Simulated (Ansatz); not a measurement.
Ag₂Pd⁻, relaxed as a doublet with UKS PBE-D4/def2-TZVPD in Ansatz, starting from the GFN2-xTB geometry. Force threshold 0.02 eV/Å.

In the def2 sets Ag, Pd take a core potential; there is no spin–orbit coupling. An occupied level of the charge -1 doublet lies above an empty one (by up to 0.05 eV), so this SCF solution is probably not the lowest. The gap within one spin of the charge -1 doublet nearly closes, so an electron or hole may be smeared out by delocalisation error. The relaxation made no stability test and no search for a lower SCF solution. The structure comes from a short search, and lower isomers may exist.

Start:

```xyz
3

Pd    0.000    0.000    0.000
Ag   -0.650   -2.001   -1.556
Ag    0.650    2.001    1.556
```

```json
{"step": "1", "energy (eV)": "-11483.8092", "largest force component (eV/Å)": "0.106", "SCF passes": "94"}
{"step": "2", "energy (eV)": "-11483.8108", "largest force component (eV/Å)": "0.031", "SCF passes": "30"}
{"step": "3", "energy (eV)": "-11483.8110", "largest force component (eV/Å)": "0.002", "SCF passes": "30"}
{"step": "4", "energy (eV)": "-11483.8110", "largest force component (eV/Å)": "0.000", "SCF passes": "17"}
```

Force components are those of the run's own axes.

End:

```
atom    x (Å)    y (Å)    z (Å)
 Pd1   0.0015   0.0044   0.0035
 Ag2  -0.6547  -2.0163  -1.5681
 Ag3   0.6532   2.0118   1.5646
```

By distances, no bond broke or formed. The bond that changes most is Pd1–Ag2, from 2.62 to 2.64 Å (atoms count from 1).

The force fell under the threshold at step 3, but the optimiser went on. No frequencies were taken in this run, so the end may be a saddle point.

Run time 7.5 s (4 threads of Arm Neoverse V1 on a shared host).
